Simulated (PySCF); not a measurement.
C2H6OSi, SMILES C(=O)[SiH2]C. Coordinates come from a B3LYP-D3(BJ)/def2-SVP optimisation. Other conformers were not sampled.

Computed equilibrium geometry at B3LYP-D3(BJ)/def2-SVP (PySCF confirms it by a frequency run) as Cartesian coordinates in Å (one conformer of several):
```xyz
10

C     -1.6677    -0.2705    -0.4876
Si    -0.3598     0.7329     0.4059
C      1.3399    -0.1582     0.1454
O      1.4194    -1.1836    -0.4945
H     -1.6896    -1.2968    -0.0892
H     -2.6702     0.1713    -0.3791
H     -1.4247    -0.3338    -1.5596
H     -0.2333     2.1247    -0.1242
H     -0.6053     0.8262     1.8775
H      2.2717     0.2894     0.6005
```
